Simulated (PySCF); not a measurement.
Computed shifts of a molecule C2H6ClNSi2, PBE/pcSseg-1 (PySCF), GIAO, gas phase, equivalent atoms averaged, in ppm (number of nuclei): ²⁹Si: -43.5 (1), -65.8 (1). ¹³C: 124.8 (1), 110.0 (1). ¹⁵N: 17.8 (1). ¹H: 5.59 (2), 5.08 (2), 0.70 (2). References: ²⁹Si against TMS (σ = 335.4 ppm); ³⁵Cl against HCl (σ = 936.5 ppm); ¹³C against TMS (σ = 182.0 ppm); ¹⁵N against NH3 (σ = 267.0 ppm); ¹H against TMS (σ = 31.49 ppm), references at their B3LYP-D3(BJ)/def2-TZVP geometries, non-relativistic (without spin–orbit terms, shifts of atoms bonded to Cl or Br come out too high). The structure is a stationary point at B3LYP-D3(BJ)/def2-SVP. Other conformers were not sampled.

Problem. Identify the compound among the candidates.
A) Cl[SiH2][C@@H]1N=C[SiH2]1
B) N[Si@]1(Cl)C=C[SiH2]1
C) N[SiH2]C#C[SiH2]Cl
D) Cl[Si@@H]1C=N[SiH2]C1

Solution. C, N[SiH2]C#C[SiH2]Cl
